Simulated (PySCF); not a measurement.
Compound: C7H4ClNSe.
SMILES: `N#C[Se]C1=CC=C(Cl)C=C1`

Level: wB97X-D/def2-SVPD in PySCF, non-relativistic, on one gas-phase PBE0-D3(BJ)/def2-SVP geometry that isn't relaxed in the solvent. The solvent is an IEF-PCM continuum (cavity from Bondi-type radii × 1.2), and excitations are vertical TDDFT with non-equilibrium linear response and a frozen core. The model holds no explicit solvent molecules, cavitation or dispersion. Spin–orbit coupling is left out although an atom past zinc is present.

Gas-phase singlets (H = HOMO, L = LUMO):

| state | E (eV) | λ (nm) | f | leading configurations |
| --- | --- | --- | --- | --- |
| S1 | 4.416 | 281 | 0.000 | H→L 82%, H-2→L 12% |
| S2 | 4.963 | 250 | 0.003 | H→L+2 68%, H-1→L+1 14%, H→L+1 9% |
| S3 | 5.380 | 230 | 0.350 | H→L+1 80%, H→L+2 11% |
| S4 | 5.806 | 214 | 0.000 | H→L+3 61%, H→L+5 14% |
| S5 | 6.317 | 196 | 0.029 | H-1→L+1 30%, H-1→L+2 16%, H→L+2 14% |

How does the list change in cyclohexane (ε = 2.017)?

```json
{"state": "S1", "E (eV)": "4.420", "λ (nm)": "280", "f": "0.000", "leading configurations": "H→L 84%, H-2→L 13%", "change by rank (eV)": "+0.004"}
{"state": "S2", "E (eV)": "4.988", "λ (nm)": "249", "f": "0.006", "leading configurations": "H→L+2 66%, H-1→L+1 15%, H→L+1 12%", "change by rank (eV)": "+0.025"}
{"state": "S3", "E (eV)": "5.337", "λ (nm)": "232", "f": "0.482", "leading configurations": "H→L+1 80%, H→L+2 13%", "change by rank (eV)": "-0.043"}
{"state": "S4", "E (eV)": "5.801", "λ (nm)": "214", "f": "0.000", "leading configurations": "H→L+3 61%, H-2→L+3 8%", "change by rank (eV)": "-0.005"}
{"state": "S5", "E (eV)": "6.255", "λ (nm)": "198", "f": "0.057", "leading configurations": "H-1→L+1 37%, H-1→L+2 16%, H→L+2 15%", "change by rank (eV)": "-0.062"}
```

What are the lowest 5 singlets in chloroform (ε = 4.711)?

| state | E (eV) | λ (nm) | f | leading configurations | change by rank (eV) |
| --- | --- | --- | --- | --- | --- |
| S1 | 4.434 | 280 | 0.000 | H→L 84%, H-2→L 13% | +0.018 |
| S2 | 5.012 | 247 | 0.007 | H→L+2 63%, H-1→L+1 15%, H→L+1 14% | +0.049 |
| S3 | 5.353 | 232 | 0.485 | H→L+1 78%, H→L+2 14% | -0.027 |
| S4 | 5.805 | 214 | 0.000 | H→L+3 61%, H→L+4 9%, H-2→L+3 8% | -0.001 |
| S5 | 6.247 | 198 | 0.050 | H-1→L+1 35%, H-1→L+2 16%, H→L+2 15% | -0.070 |

How do the frontier levels move from gas to chloroform?

```json
{"orbital": "LUMO+2", "gas (eV)": "0.45", "solvent (eV)": "0.70", "change (eV)": "+0.25"}
{"orbital": "LUMO+1", "gas (eV)": "0.42", "solvent (eV)": "0.62", "change (eV)": "+0.20"}
{"orbital": "LUMO", "gas (eV)": "0.38", "solvent (eV)": "0.54", "change (eV)": "+0.16"}
{"orbital": "HOMO", "gas (eV)": "-8.73", "solvent (eV)": "-8.59", "change (eV)": "+0.14"}
{"orbital": "HOMO-1", "gas (eV)": "-10.10", "solvent (eV)": "-9.85", "change (eV)": "+0.25"}
{"orbital": "HOMO-2", "gas (eV)": "-10.36", "solvent (eV)": "-10.25", "change (eV)": "+0.11"}
{"orbital": "HOMO-3", "gas (eV)": "-11.29", "solvent (eV)": "-11.19", "change (eV)": "+0.10"}
```

The HOMO–LUMO gap goes from 9.11 to 9.13 eV.

The values belong to the conformer `[N:1]#[C:2][Se:3][c:4]1[cH:5][cH:6][c:7]([Cl:8])[cH:9][cH:10]1`: C2–Se3–C4–C5 -179°.
